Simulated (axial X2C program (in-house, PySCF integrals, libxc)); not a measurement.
Potential curves of RuTe⁻, spin-free

Computed with an axial X2C code built on PySCF integrals. Spin-free means the one-electron spin-free X2C Hamiltonian. Basis: Te dyall-acv3z [12s13p9d5f1g], Ru dyall-acv3z [13s13p9d5f3g] (cores contracted in-house); Gaussian nuclei, density fitting, unrestricted open shells. Masses: Te 129.906 u, Ru 101.904 u.

State: M_S = 3/2, Λ = 2 (beyond evenly filled blocks: π+α, π-α, δ+α, δ+β, δ-α). Energies in cm⁻¹ from the fragments at the same level (Te- + Ru). Fits are polynomials in 1 − R0/R over 0.85 to 1.23 times the lowest point R0.

```csv
R (Å),PBE0,PW91
2.1419,-13096,-18234
2.2404,-17797,-22927
2.3143,-19690,-24786
2.3881,-20590,-25629
2.4620,-20771,-25735
2.5482,-20339,-25196
2.6343,-19446,-24179
2.7451,-17886,-22440
2.8805,-15687,-19995
3.0775,-12458,-16334
```

The state is a single determinant with fixed occupations, the lowest that a limited PBE0 search found. De is counted from the lowest determinant-based energies of the atoms at the same level, without counterpoise correction. Other states lie close and PBE0, whose exact exchange favours high spin, may order them wrongly; the determinant shown need not be the ground state. The nearest other spin-free determinant of the search, M_S = 5/2, Λ = 2, lies 0.41 eV up at the distance of the search. Without a current term, density functionals place determinants with orbital angular momentum somewhat too high. The highest occupied level of some functionals is positive through self-interaction error; at Hartree–Fock it is bound. Spin-free De lacks the spin–orbit lowering of the heavy p-block atom, a tenth of an eV or more for 4p and 5p, up to an eV for 6p and one to two eV for 7p atoms, less what an open-shell molecule gains itself.

Problem. Fit the PBE0 curve near its minimum: give the equilibrium distance, the harmonic wavenumber and the well depth.

Solution. At PBE0, spin-free: Re = 2.447 Å, ωe ≈ 244 cm⁻¹, De = 2.58 eV to Te- + Ru; Be follows as 0.0493 cm⁻¹.

Problem. What are Re, ωe and De at the PW91 level?

Solution. At PW91, spin-free: Re = 2.437 Å, ωe ≈ 253 cm⁻¹, De = 3.19 eV to Te- + Ru; Be follows as 0.0497 cm⁻¹.
